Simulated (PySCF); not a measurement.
AgCl (SMILES [Cl][Ag]), singlet, geometry from GFN2-xTB (such geometries of metal compounds can be far from the true shape) (core potentials on Ag), atoms displaced at random by about 0.08 Å a coordinate. Base run: PBE/def2-SVP, gradient in PySCF.

Here is a job for PySCF.
```python
from pyscf import gto, scf, dft

mol = gto.Mole()
mol.atom = '''
    Ag   -0.182819    0.018743   -0.473839
    Cl   -0.134546    0.087108    1.765569
'''
mol.basis = 'def2-svp'
mol.ecp = {'Ag': 'def2-svp'}
mol.charge = 0
mol.spin = 0
mol.verbose = 3
mol.build()

mf = dft.RKS(mol)
mf.xc = 'pbe'
mf.kernel()
g = mf.nuc_grad_method()
grad = g.kernel()
```

The coordinate followed is z of atom 1.

The base run was repeated with changes; each row names its change, and settings that it needs were set with it.

```csv
change,dE/dx (Eh/bohr),net force (Eh/bohr)
base,0.014575,0.000009
grids.level = 1; grid_response = off,0.014531,0.000357
conv_tol = 1e-11,0.014575,0.000009
grid_response = on,0.014568,0.000000
finite difference step (bohr) = 0.2; conv_tol = 1e-11,0.016708,-
finite difference step (bohr) = 1e-3; conv_tol = 1e-11,0.014573,-
conv_tol = 1e-6,0.014572,0.000009
grids.level = 0; grid_response = off,0.013629,0.002894
finite difference step (bohr) = 0.01; conv_tol = 1e-11,0.014578,-
finite difference step (bohr) = 1e-5; conv_tol = 1e-11,0.014573,-
finite difference step (bohr) = 1e-4; conv_tol = 1e-11,0.014573,-
grids.level = 0; grid_response = on,0.017871,0.000000
```

The net force is zero for an exact gradient.
